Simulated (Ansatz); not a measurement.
`CBBF` + `C#C[SeH]` → `C#C[Se]BF` + `BC` at 500 K and 1 bar (cleavage of the B–B bond).

Isolated molecules relaxed with PBE0-D4/def2-TZVP in Ansatz; ΔE leaves out vibrations. CBS: MP2 limit from def2 TZ/QZ plus the TZ coupled-cluster correction, frozen cores. This one scheme is used for every species. For Se outer-core shells are correlated without core-valence functions, which leaves a few kJ/mol of doubt a bond. Scalar relativity is left out up to krypton. One conformer a species, not always the lowest.

```json
{"species": "`CBBF`", "CCSD(T)/CBS energy (Eh)": "-190.46132", "H − E (kJ/mol)": "203.8", "S (J/(mol·K))": "362.4"}
{"species": "`C#C[SeH]`", "CCSD(T)/CBS energy (Eh)": "-2477.92583", "H − E (kJ/mol)": "95.6", "S (J/(mol·K))": "312.1"}
{"species": "`C#C[Se]BF`", "CCSD(T)/CBS energy (Eh)": "-2602.59174", "H − E (kJ/mol)": "130.7", "S (J/(mol·K))": "383.0"}
{"species": "`BC`", "CCSD(T)/CBS energy (Eh)": "-65.83255", "H − E (kJ/mol)": "172.2", "S (J/(mol·K))": "281.8"}
```

H − E and S are ideal-gas, rigid-rotor, harmonic terms from PBE0-D4/def2-TZVP, for one conformer and one mirror image of each species. 1 Eh = 2625.50 kJ/mol, R = 8.31446 J/(mol·K).

By hand: ΔE, ΔH, ΔS and ΔG.

ΔE = (-2602.59174) + (-65.83255) − (-190.46132) − (-2477.92583) = -0.03714 Eh = -97.5 kJ/mol. Δ(H − E) = 130.7 + 172.2 − 203.8 − 95.6 = 3.5, so ΔH = -94.0 kJ/mol. ΔS = 383.0 + 281.8 − 362.4 − 312.1 = -9.7 J/(mol·K). ΔG = -94.0 − 500 × (-9.7)/1000 = -89.2 kJ/mol.

By hand: the equilibrium constant, and the temperature at which ΔG would vanish if ΔH and ΔS stayed fixed.

log₁₀ K = −ΔG/(RT ln 10) = 9.3. ΔG = 0 at ΔH/ΔS = 9691 K, far beyond where these terms or the molecules hold.

The number of gas molecules stays the same, so ΔS is small and ΔH decides. A doubt of 5 kJ/mol in ΔE shifts log₁₀ K by 0.5 here. Other conformers and mirror images would add mixing entropy, several J/(mol·K) or more a flexible species. These are equilibria of isolated gas molecules and say nothing of rates. Largest T1 diagnostic: 0.013 (customary marks: 0.02 for closed shells, 0.045 for open ones).
